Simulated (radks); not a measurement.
Results of a calculation; reference values are marked as such.
All-electron atom: the niobium ion Nb24+ in [Ne] 3s2 3p5. Level of theory: scalar-relativistic Kohn-Sham, SCAN, spin-polarised, spherical densities, finite nucleus; open shells are filled with parallel spins first (spin-orbit coupling, left out, can overturn this in heavy ions); meta-GGA in the generalised Kohn-Sham scheme; Fermi nuclear charge, rms radius 4.324 fm (a radial shooting solver on a logarithmic mesh with Libxc functionals).

Normalised radial functions P(r) = r R(r), r in bohr:

r         3s down
0.002131   0.1788
0.002645   0.2148
0.003309   0.2584
0.00414    0.3085
0.005138   0.3625
0.006428   0.4233
0.007978   0.4842
0.009981   0.5451
0.01239    0.5949
0.0155     0.6270
0.01923    0.6259
0.02406    0.5748
0.0301     0.4548
0.03736    0.2605
0.04674   -0.0250
0.05801   -0.3609
0.07258   -0.7181
0.09007   -0.9829
0.1127    -1.0541
0.1399    -0.8246
0.175     -0.2463
0.2189     0.5713
0.2717     1.3369
0.3399     1.7945
0.4218     1.7394
0.5278     1.2625
0.655      0.6899
0.8195     0.2590
1.017      0.0671
1.272      0.0099

3s down: eigenvalue -1306.3 eV, 2 radial nodes at r = 0.0459, 0.188 bohr, <r> = 0.395 bohr, 90 % of the charge inside 0.574 bohr.
